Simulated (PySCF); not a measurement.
Isomers of CH9ClGe2Si, mass 231.859 u with the commonest isotopes. Theory: PBE0-D3(BJ)/def2-SVP geometry optimisation, gas phase in PySCF. One conformer each, none proved a minimum here; rigid rotors.

Problem. Order these by rotational constant B, smallest first.
A. `[SiH3:1][GeH2:2][GeH2:3][CH2:4][Cl:5]` with Si1–Ge2–Ge3–C4 59°, Ge2–Ge3–C4–Cl5 -55°
B. `[CH3:1][Ge@@H:2]([Cl:3])[SiH2:4][GeH3:5]` with C1–Ge2–Si4–Ge5 -70°
C. `[SiH3:1][Ge@@H:2]([GeH3:3])[CH2:4][Cl:5]` with Si1–Ge2–C4–Cl5 -57°

Solution. B (642.7 MHz), C (887.7 MHz), A (953.8 MHz).

Problem. Order these by out-of-plane moment Σ m c² = (Ia + Ib − Ic)/2, smallest first.
A. `[SiH3:1][Ge@@H:2]([GeH3:3])[CH2:4][Cl:5]` with Si1–Ge2–C4–Cl5 -57°
B. `[SiH3:1][GeH2:2][GeH2:3][CH2:4][Cl:5]` with Si1–Ge2–Ge3–C4 59°, Ge2–Ge3–C4–Cl5 -55°
C. `[CH3:1][Ge@@H:2]([Cl:3])[SiH2:4][GeH3:5]` with C1–Ge2–Si4–Ge5 -70°

Solution. B (34.74 u·Å²), C (87.57 u·Å²), A (101.53 u·Å²).

Problem. Order these by rotational constant A, largest first.
A. `[SiH3:1][Ge@@H:2]([GeH3:3])[CH2:4][Cl:5]` with Si1–Ge2–C4–Cl5 -57°
B. `[CH3:1][Ge@@H:2]([Cl:3])[SiH2:4][GeH3:5]` with C1–Ge2–Si4–Ge5 -70°
C. `[SiH3:1][GeH2:2][GeH2:3][CH2:4][Cl:5]` with Si1–Ge2–Ge3–C4 59°, Ge2–Ge3–C4–Cl5 -55°

Solution. B (1843 MHz), C (1366 MHz), A (1287 MHz).

```csv
SMILES,point group,Ia (u·Å²),Ib (u·Å²),Ic (u·Å²),κ,μa (D),μb (D),μc (D)
[CH3][Ge@@H]([Cl])[SiH2][GeH3],C1,274.26,786.34,885.45,-0.89,0.22,2.11,0.76
[SiH3][GeH2][GeH2][CH2]Cl,C1,369.90,529.84,830.26,-0.09,0.96,1.13,0.55
[SiH3][Ge@@H]([GeH3])[CH2]Cl,C1,392.75,569.29,758.99,-0.29,0.03,0.41,1.40
```
